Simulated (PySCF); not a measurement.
F₆S. Atoms are numbered in the order given.

```xyz
7

F      0.0000    -1.6090     0.0000
S      0.0000     0.0000     0.0000
F      1.6090     0.0000     0.0000
F      0.0000     0.0000     1.6090
F     -1.6090     0.0000     0.0000
F      0.0000     0.0000    -1.6090
F      0.0000     1.6090     0.0000
```

Coordinates come from a PBE-D3(BJ)/def2-SVP optimisation.

The numbers are results of PBE/pcSseg-1 (PySCF), not measurements.

GIAO shieldings, no solvent; atoms alike by connectivity are averaged. δ = σ(ref) − σ: ¹⁹F against CFCl3 (σ = 133.6 ppm); ³³S against H2S (σ = 706.5 ppm), references at their B3LYP-D3(BJ)/def2-TZVP geometries, non-relativistic.

Computed chemical shifts:
```json
[
 {"nucleus": "¹⁹F", "atoms": "F1, F3, F4, F5, F6, F7", "count": "6", "δ (ppm)": "115.2"},
 {"nucleus": "³³S", "atoms": "S2", "count": "1", "δ (ppm)": "483.3"}
]
```
